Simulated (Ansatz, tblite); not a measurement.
Bond stretch in MgO, singlet.

Levels of theory: RKS-PBE = Ansatz (an electronic-structure program) with restricted PBE/cc-pVDZ; GFN2-xTB, 300 K electronic temperature (tblite); FCI = full CI/cc-pVDZ, frozen core (Ansatz); RMP2 = MP2 on RHF/cc-pVDZ, frozen core in Ansatz.

Energies are in eV, each relative to the lowest point of its own curve near equilibrium.

| R / Å | RKS-PBE | GFN2-xTB | FCI | RMP2 |
|---|---|---|---|---|
| 1.39 | 3.061 | 1.572 | 3.315 | 3.329 |
| 1.48 | 1.470 | [?] | 1.654 | 1.625 |
| 1.58 | 0.508 | 0.058 | 0.619 | 0.541 |
| 1.65 | 0.170 | 0.000 | [?] | 0.151 |
| 1.68 | 0.087 | 0.016 | [?] | [?] |
| 1.73 | 0.012 | 0.082 | 0.029 | 0.000 |
| 1.76 | 0.000 | [?] | 0.000 | 0.014 |
| 1.85 | 0.076 | 0.369 | [?] | 0.239 |
| 1.90 | 0.173 | 0.521 | 0.098 | 0.453 |

### Question
Complete the blanks.

### Answer

- 1.48, GFN2-xTB: 0.507
- 1.65, FCI: 0.235
- 1.68, FCI: 0.133
- 1.68, RMP2: 0.060
- 1.76, GFN2-xTB: 0.140
- 1.85, FCI: 0.027

The scan ran from 1.39 to 6.86 Å; beyond the distances shown full CI changes its symmetry label. The restricted form behind RKS-PBE, RMP2 keeps the bonding electrons paired and can't separate into open-shell fragments. Also computed but left out beside FCI, since their determinant holds another spin at the minimum (<S²> over 0.7 above the pure value): UHF, UHF/6-31G*. The T1 diagnostic of CCSD on the restricted reference of RMP2 exceeds 0.045 at 1.39 to 1.90 Å.
